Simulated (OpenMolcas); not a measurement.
Eu2+.

```json
{
  "Program": "OpenMolcas 26.06",
  "Basis": "ANO-RCC-VQZP [9s8p6d4f3g2h]",
  "Scalar Hamiltonian": "DKH2, point nucleus",
  "Active space": "7 electrons in 7 orbitals (4f)",
  "State averaging": "2S+1 = 8 odd, 1 root; 2S+1 = 6 odd, 48 roots; 2S+1 = 4 odd, 96 roots kept (CI in the orbitals of an earlier block); 2S+1 = 2 odd, 25 roots kept (CI in the orbitals of an earlier block, 0 in the spin-orbit step)",
  "Spin-orbit coupling": "state interaction with AMFI integrals over the reference wave functions, term energies averaged over their components"
}
```

Two sets of levels on these reference wave functions, in cm-1 above 4f7 8S* 7/2: one from CASSCF and one from MS-CASPT2, IPEA 0.25 Eh, imaginary shift 0.1 Eh (closed shells correlated: 5s 5p).

| Level | Set 1 | Set 2 |
| --- | --- | --- |
| 4f7 8S* 7/2 | 0.0 | 0.0 |
| 4f7 6P* 7/2 | 29460 | 36030 |
| 4f7 6P* 5/2 | 29710 | 36380 |
| 4f7 6P* 3/2 | 30450 | 37100 |
| 4f7 6I* 7/2 | 34370 | 39100 |
| 4f7 6I* 9/2 | 34660 | 39380 |
| 4f7 6I* 17/2 | 34820 | 39480 |
| 4f7 6I* 11/2 | 34930 | 39620 |
| 4f7 6I* 15/2 | 35090 | 39760 |
| 4f7 6I* 13/2 | 35110 | 39780 |
| 4f7 6D* 9/2 | 37330 | 44110 |
| 4f7 6D* 1/2 | 38210 | 44900 |
| 4f7 6D* 7/2 | 38390 | 45160 |
| 4f7 6D* 3/2 | 38480 | 45200 |
| 4f7 6D* 5/2 | 38630 | 45380 |

Problem. Which set is which?

Solution. Set 1 is MS-CASPT2. Its levels of the other terms of 4f7 lie at 0.82 to 0.88 of the other set's values, as expected, since terms of lower spin or lower L gain more correlation energy than the Hund ground term. Against 4 measured levels (Martin, Zalubas and Hagan, Atomic Energy Levels: The Rare-Earth Elements, NSRDS-NBS 60 (1978)) the mean absolute deviation is 2400 cm-1 with it and 7500 cm-1 without; single levels miss by up to 2800 cm-1 with it.

Term energies are means over components that CASPT2 splits; among the terms shown or strongly mixed into the levels shown the widest spread is 540 cm-1 (4f7 6I*, MS-CASPT2). Only 96 quartet roots enter the spin-orbit mixing, so the splitting and order within the octet and the sextets are unsound, and g values and χT are rough. Without dynamic correlation excited terms often stand tens of per cent too high (terms of higher spin than the ground term too low), and those without a measured partner can miss by more than the paired ones (holds for CASSCF). Blocks of more than 70 roots (2S+1 = 4 odd) ran without multistate coupling (holds for MS-CASPT2). Computed and measured levels are paired by configuration, term and J; levels that our copy of the source lacks, or whose pairing is in doubt (as where it misses far off the trend of its configuration), stay unpaired and out of the deviations. Only configurations of the active space appear. The table leaves out levels that lie high or whose names do not pair safely across all columns.

* marks odd parity.
